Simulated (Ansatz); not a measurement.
Consider the ligand exchange at the Si–C bond: `OC(O)([SiH3])[SiH3]` + `[NH2][Sc]([OH])[Cl]` → `[NH2][Sc]([Cl])[O][SiH3]` + `OC(O)[SiH3]`.

Calculated with Ansatz (gas phase, PBE0-D4/def2-TZVP geometries, no zero-point term in ΔE). CCSD(T)/CBS is the MP2 limit (def2-TZVPP, def2-QZVPP) plus CCSD(T) − MP2 in def2-TZVPP, frozen cores. DFT in def2-TZVPP. For Sc outer-core shells are correlated without core-valence functions, which leaves a few kJ/mol of doubt a bond. Scalar relativity is left out up to krypton. Each species was taken in one conformer, which may not be the lowest.

`OC(O)([SiH3])[SiH3]`:

Z-matrix (Å, degrees):
```
C
O 1 1.418
Si 1 1.909 2 110.3
O 1 1.418 2 112.2 3 123.4
Si 1 1.909 2 105.5 3 -122.3
H 2 0.964 1 110.0 3 -47.2
H 3 1.497 1 104.8 2 62.3
H 3 1.484 1 111.6 2 -55.7
H 3 1.484 1 111.6 2 -179.8
H 4 0.964 1 110.0 2 -76.1
H 5 1.485 1 108.7 2 61.3
H 5 1.483 1 109.4 2 -59.4
H 5 1.485 1 108.7 2 180.0
```

`[NH2][Sc]([OH])[Cl]`:

```xyz
7

N     0.739   -0.623   -1.068
Sc    0.091    0.380    0.489
O    -1.724    0.217    0.814
Cl    1.629    1.626    1.716
H     1.700   -0.647   -1.390
H     0.189   -1.203   -1.688
H    -2.623    0.250    1.128
```

`[NH2][Sc]([Cl])[O][SiH3]`:

Cartesian coordinates in Å:
```
N -0.803 -1.421 1.947
Sc -0.294 0.352 1.290
Cl -0.368 2.160 2.746
O 0.221 0.429 -0.515
Si 0.682 0.569 -2.074
H -1.105 -1.632 2.890
H -0.813 -2.284 1.418
H 1.229 1.927 -2.339
H 1.733 -0.437 -2.389
H -0.481 0.339 -2.974
```

`OC(O)[SiH3]`:

```xyz
10

O    -1.605    0.250   -0.055
C    -0.367   -0.237   -0.502
O    -0.236   -1.623   -0.291
Si    0.993    0.756    0.399
H    -2.302   -0.200   -0.547
H    -0.270   -0.125   -1.590
H    -0.259   -1.785    0.658
H     0.787    2.219    0.262
H     2.313    0.379   -0.169
H     0.948    0.365    1.835
```

```json
{"level": "r2SCANh-D4", "ΔE (kcal/mol)": "-33.9"}
{"level": "BHLYP", "ΔE (kcal/mol)": "-38.4"}
```

(1) What does CCSD(T)/CBS give? (Estimate.)

Largest T1 diagnostic among the species: 0.015.

## Answers

(1) The calculation gave: -34.6 kcal/mol. The listed levels differ from it by 0.7, -3.8 kcal/mol.

From r2SCAN to r2SCAN0 (25 % exact exchange), in def2-TZVPP and without D4, ΔE moves by −1.3 kcal/mol. The D4 term adds +2.0 kcal/mol with B3LYP and +1.0 kcal/mol with PBE0; it sums over pairs of atoms, weighted by their polarisabilities, and B3LYP, whose exchange is more repulsive, gets the larger term. In def2-TZVPP, CCSD(T) changes the Hartree–Fock value by +8.2 kcal/mol (the triples alone add +1.3 kcal/mol) and MP2 by +8.0 kcal/mol.

CCSD(T)/CBS has its own doubt, a few kJ/mol and more with outer-core shells, so smaller differences from it don't rank the levels.

B3LYP here is the variant with VWN-RPA as its local correlation; programs differ in this.
